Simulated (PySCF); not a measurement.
**Effect of structural changes**

Method: TDA wB97X-D/def2-SVPD excited states, vertical, gas phase in PySCF 2.14.0. Geometry: PBE0-D3(BJ)/def2-SVP.

Each molecule in one low-energy conformer. The parent is CS(=O)(=O)[SiH2][SiH3].

(1) How does the vertical S1–T1 gap change along this series?
- CS(=O)(=O)[SiH2][SiH3] (base)
- CS(=O)(=O)[SiH2][SiH2]F (H replaced by F)
- CS(=O)(=O)[SiH2][SiH2][SiH3] (H replaced by SiH3)
- C[SiH2][SiH2]S(C)(=O)=O (H replaced by CH3)

## Answers

(1) 
```csv
molecule,S1 (eV),S1 from,f(S1),T1 (eV),T1 from,S1 − T1 (eV),S0–T1 spin-orbit coupling (cm⁻¹),S1–T1 spin-orbit coupling (cm⁻¹)
CS(=O)(=O)[SiH2][SiH3],6.11,HOMO→LUMO,0.137,5.42,HOMO→LUMO,0.69,20.62,9.96
CS(=O)(=O)[SiH2][SiH2]F,5.89,HOMO→LUMO,0.089,5.24,HOMO→LUMO,0.66,22.04,8.06
CS(=O)(=O)[SiH2][SiH2][SiH3],6.13,HOMO→LUMO,0.097,5.43,HOMO→LUMO,0.70,12.74,12.37
C[SiH2][SiH2]S(C)(=O)=O,6.07,HOMO→LUMO,0.152,5.36,HOMO→LUMO,0.71,16.32,9.01
```
The vertical S1–T1 gap is lowest for CS(=O)(=O)[SiH2][SiH2]F and highest for C[SiH2][SiH2]S(C)(=O)=O.
